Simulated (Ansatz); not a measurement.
ClSe (SMILES Cl[Se]), doublet, at a GFN2-xTB geometry (the spin is typed, not shown lowest), with bond 1-2 at 1.4 times its length; CASSCF(3,5)/cc-pVDZ (Ansatz, a quantum-chemistry and plane-wave program).

Here is a job for Ansatz.
Ansatz 0.2 input:
```yaml
crystal:
  periodic: [false, false, false]
  atoms:
    - {symbol: Se, position_ang: [0.00000000, 0.00000000, -1.54770878]}
    - {symbol: Cl, position_ang: [0.00000000, 0.00000000, 1.40700798]}
basis:
  gaussian:
    orbitals: cc-pVDZ
hamiltonian:
  xc: hf
correlation: {active_space: {window: {electrons: 3, orbitals: 5}}}
magnetization: {spin_polarized: false, initial_magnetization: 1}
```

The log (banner, timings and long lists left out):

```
Functional definition: HF
524 factors; integrals over basis functions are off by at most 3.1e-4 eV
mean field evaluation 1: about -77801.8394 eV, gradient 1.7e1 eV
mean field evaluation 2: about -77801.8412 eV, gradient 1.7e1 eV
mean field evaluation 4: about -77802.9079 eV, gradient 8.1e0 eV
mean field evaluation 8: about -77803.3084 eV, gradient 3.0e-1 eV
mean field evaluation 16: about -77802.6796 eV, gradient 1.5e-1 eV
mean field evaluation 32: about -77801.5214 eV, gradient 5.2e0 eV
mean field evaluation 64: about -77801.2215 eV, gradient 5.3e0 eV
mean field evaluation 96: about -77800.6523 eV, gradient 9.5e0 eV
mean field evaluation 128: about -77801.7032 eV, gradient 1.4e-2 eV
mean field -77803.30933222 eV, -2859.2188809820 hartree, gradient 5.8e-6 eV, S^2 0.750000; 12 other end points of the search recorded, 0 dependent functions left out
reference -77803.30933222 eV, -2859.2188809820 hartree; 26, 25 occupied and 19, 20 virtual orbitals, 524 factors
state -77804.97947345 eV, -2859.2802575399 hartree
Total energy: -77804.97947345 eV, -2859.2802575399 hartree
```
